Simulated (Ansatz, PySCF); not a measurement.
SiBrCl3, SMILES Cl[Si](Cl)(Cl)Br.

Geometry: PBE-D3(BJ)/def2-SVP.

Vertical ionisation energy (IE) and electron affinity (EA) in eV. Rows of orbital energies are one-electron estimates. Where ΔSCF, EOM or ADC give a negative EA the extra electron is unbound and the value depends on the basis.

| level | IE | EA |
|---|---|---|
| −ε(HOMO), −ε(LUMO), r2SCAN/def2-TZVP (PySCF) | 8.12 | 1.96 |
| −ε(HOMO), −ε(LUMO), PBE/def2-TZVP (PySCF) | 7.75 | 2.27 |
| ΔSCF, CAM-B3LYP/def2-TZVPD (Ansatz), final states of multiplicity 2 and 2 | 11.39 | -0.08 |
| ΔSCF, PBE/def2-TZVPD (Ansatz), final states of multiplicity 2 and 2 | [?] | [?] |

Problem. Fill in the missing entries. (The exact figures need the calculation; the answer reports its results.)

Solution. 
- ΔSCF, PBE/def2-TZVPD (Ansatz, an electronic-structure program), final states of multiplicity 2 and 2, IE: 10.56
- ΔSCF, PBE/def2-TZVPD (Ansatz), final states of multiplicity 2 and 2, EA: 0.23

Problem. What vertical singlet–triplet gap does ΔSCF give with CAM-B3LYP/def2-TZVPD (Ansatz) and with PBE/def2-TZVPD (Ansatz)? (An estimate is asked for; the answer gives what the named calculation found.)

Solution. 6.24 and 5.45 eV (triplet above singlet where positive).
